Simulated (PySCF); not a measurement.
## Basis-set dependence of excited states

C2H5FGaN.
Structure used (PBE0-D3(BJ)/def2-SVP), in Å, numbered top down from 1:
```xyz
10
C2H5FGaN angstrom
C      2.638    0.084    0.579
C      1.543    0.181    0.049
Ga    -0.215    0.349   -0.748
N     -1.357   -0.216    0.937
F     -0.707   -1.089   -1.676
H      3.609   -0.006    1.034
H     -0.827    1.702   -1.234
H     -2.350   -0.285    0.715
H     -1.037   -1.145    1.213
H     -1.246    0.404    1.740
```

TDDFT with PBE0 (PySCF), vertical singlets, core orbitals frozen in the response, spherical d and f functions. Isolated species at its PBE0-D3(BJ)/def2-SVP geometry, gas phase. The PBE0/6-31G* calculation is non-relativistic and has no spin–orbit coupling, an omission that weighs most on gallium.

Task: How do the low singlets change with the basis? Take 6-31G*, def2-SVP, def2-SVPD, aug-cc-pVDZ, def2-TZVP and def2-TZVPD.

Result: 

```csv
basis,functions,diffuse,S1 (eV),S2 (eV),S3 (eV),S4 (eV),S5 (eV),LUMO (eV),α (au)
6-31G*,98,no,5.92,6.28,6.46,7.11,7.21,0.11,48.1
def2-SVP,113,no,6.00,6.35,6.49,7.19,7.33,0.07,48.6
def2-SVPD,161,yes,5.91,6.22,6.35,6.72,6.86,-0.52,60.4
aug-cc-pVDZ,173,yes,5.75,6.00,6.19,6.42,6.52,-0.94,61.6
def2-TZVP,202,no,5.90,6.21,6.36,6.89,7.03,-0.33,56.3
def2-TZVPD,250,yes,5.81,6.10,6.26,6.54,6.67,-0.72,61.9
```

States are compared by their number. Against the largest diffuse basis here (def2-TZVPD, itself not a converged limit), sets without diffuse functions differ by up to 0.19 eV in S1 and 0.66 eV in S5; the smaller diffuse sets differ by up to 0.10 and 0.19 eV. State by state, the largest deviation of a set without diffuse functions is S1 0.19, S2 0.25, S3 0.23, S4 0.65, S5 0.66 eV. The same number needn't mean the same state in each row. Against def2-TZVPD the polarisability deviates by -22% in 6-31G*, -21% in def2-SVP, -3% in def2-SVPD, -1% in aug-cc-pVDZ, -9% in def2-TZVP.
